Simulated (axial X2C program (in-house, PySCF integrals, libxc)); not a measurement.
SrP⁺: bond constants with and without spin–orbit coupling

Computed with an in-house all-electron X2C program for linear molecules (integrals from PySCF). Spin-free means the one-electron spin-free X2C Hamiltonian; two-component (2c) means X2C with spin–orbit coupling and atomic mean-field two-electron Coulomb and Gaunt terms, so the difference of the two also holds small scalar two-electron terms. Basis: Sr dyall-cv3z [13s12p8d5f1g], P dyall-v3z [8s7p2d1f] (cores contracted in-house); Gaussian nuclei, density fitting, unrestricted open shells. Masses: Sr 87.906 u, P 30.974 u.

State, spin-free: M_S = 1, Λ = 0 (beyond evenly filled blocks: π+α, π-α); electrons by block: σα: 13, σβ: 13, π+α: 6, π+β: 5, π-α: 6, π-β: 5, δ+α: 1, δ+β: 1, δ-α: 1, δ-β: 1. Fragments: Sr+ + P.

State, 2c: Ω = 1 (⟨Sz⟩ = 1.00, ⟨Lz⟩ = 0.00 at PBE0); electrons by block: 1/2: 18, -1/2: 19, 3/2: 7, -3/2: 6, 5/2: 1, -5/2: 1. Fragments: Sr+ + P.

```json
{"Hamiltonian": "2c", "level": "PBE0", "Re (Å)": "2.793", "ωe (cm⁻¹)": "271.9", "ωexe (cm⁻¹)": "0.974", "Be (cm⁻¹)": "0.09436", "De (eV)": "1.54", "D0 (eV)": "1.52", "μ (D)": "-7.58"}
{"Hamiltonian": "2c", "level": "TPSSh", "Re (Å)": "2.802", "ωe (cm⁻¹)": "271.7", "ωexe (cm⁻¹)": "0.904", "Be (cm⁻¹)": "0.09372", "De (eV)": "1.74", "D0 (eV)": "1.72", "μ (D)": "-7.55"}
```

Spin-free values that have a 2c row agree with it to the digits that matter (0.001 Å, 0.01 eV) and are not repeated.

Dipoles are positive if P is the positive end and refer to the centre of mass.

One determinant describes the state; a PBE0 search over occupations chose it and may have missed a lower one. De is counted from the lowest determinant-based energies of the atoms at the same level, without counterpoise correction. Density functionals use the spin component along the axis (collinear). PBE0 can misorder states that lie within some tenths of an eV, so this need not be the ground state of the molecule. The nearest other 2c determinant of the search, Ω = 2, lies 0.75 eV up at the distance of the search. With several unpaired electrons one determinant need not be a pure state. Open-shell Ω = 0 determinants with evenly filled partner blocks cannot be reached by this program, so the Ω shown need not be the lowest component. This is the Ω = 1 component of a π² triplet; the 0⁺ component is not one determinant and can lie lowest. The determinant is spin-polarised beyond a pure state at some levels (its spin-free form has ⟨S²⟩ too high), which makes Re and μ there less reliable.

No reliable constants came from CCSD (2c), CCSD (spin-free), CCSD(T) (2c), CCSD(T) (spin-free), HF (2c), HF (spin-free), MP2 (2c), MP2 (spin-free): no minimum in range, unconverged points, a curve that is not smooth, a change of character along it, or the two Hamiltonians disagreeing along it.

Rough cost a point (2c) on 1 thread(s) of a shared host, integrals apart: PBE0 1 s, TPSSh 1.5 s.

The whole task took 4.8 min on 1 thread of Arm Neoverse N1, on a shared host.
